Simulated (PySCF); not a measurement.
Compound: C5H11F2NSi.
Cartesian coordinates in Å at the GFN2-xTB level; atoms count from 1:
```xyz
20
C5H11F2NSi angstrom
C      2.4452    1.5862   -0.1188
N      1.4121    1.2180    0.4773
Si     0.9543   -0.1674    1.3919
C     -0.3867   -1.0734    0.3650
C      0.1330   -1.4956   -1.0072
C     -1.7094   -0.3123    0.2564
C     -1.6196    1.0151   -0.4766
F     -2.7385    1.7552   -0.2404
F     -1.5809    0.8504   -1.8251
H      3.3836    1.0272   -0.1472
H      2.4397    2.5325   -0.6547
H      0.3855    0.4257    2.6002
H      1.9979   -1.1509    1.7102
H     -0.6223   -1.9889    0.9191
H     -0.6276   -2.0509   -1.5548
H      0.4125   -0.6304   -1.6029
H      1.0089   -2.1326   -0.9012
H     -2.4530   -0.9247   -0.2637
H     -2.0902   -0.0924    1.2560
H     -0.7496    1.6200   -0.1865
```

Computed at PBE0/pcSseg-1 (PySCF, non-relativistic), with Q(14N) = 0.02044 b: N2, 14N (I = 1): χzz = -4.940 MHz, η = 0.773.

**Question.** Find the zero-field quadrupole resonance frequencies of 14N at N2.

**Answer.** From ν± = (3/4)|χ|(1 ± η/3) and ν0 = |χ|η/2: ν+ 4.660 MHz, ν− 2.751 MHz, ν0 1.909 MHz (C=N nitrogen).

In a crystal, neighbours and librations shift these lines. Isolated species at its GFN2-xTB geometry (one conformer only). GFN2-xTB bond lengths can be off by several hundredths of an ångström, more for odd bonds, and the gradients follow them. With so small a basis the couplings can be 20 % off.

These values come from a run that also computed NMR shieldings. Hardware: one thread, Arm Neoverse V2 (aarch64), shared host. Cost: 40 s wall, 1.0 GiB resident at most.
